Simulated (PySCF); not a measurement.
## Electron affinity of Ni by level of theory

Ni⁻ [Ar] 3d9 4s2 (2D) → Ni [Ar] 3d8 4s2 (3F), as a difference of total energies. All numbers are calculated (PySCF 2.14, the non-relativistic Hamiltonian (point nucleus), in def2-QZVPPD). Correlated levels: valence: [Ar] frozen. The calculations carry no spin-orbit coupling.

Q: Order these methods by the electron affinity they give, lowest first.
A. CCSD(T) (valence)
B. UHF
C. CCSD (valence)
D. MP2 (valence)

A: B (-1.619 eV), C (0.731 eV), A (1.086 eV), D (1.550 eV).

A first-order spin-orbit estimate (lowest level to lowest level, LS coupling) adds -0.053 eV.

These non-relativistic numbers lack the scalar-relativistic shift.

Errors of the correlated levels include the incompleteness of this basis and the frozen core.

A negative affinity means that the anion lies above the atom at that level of theory.

The coupled-cluster amplitudes are large for Ni⁻ (T1 above 0.03 or a double amplitude above 0.15), so a single reference is strained.

For comparison: 1.157 eV (measured; photodetachment measurements, as compiled on the Wikipedia data page of electron affinities).
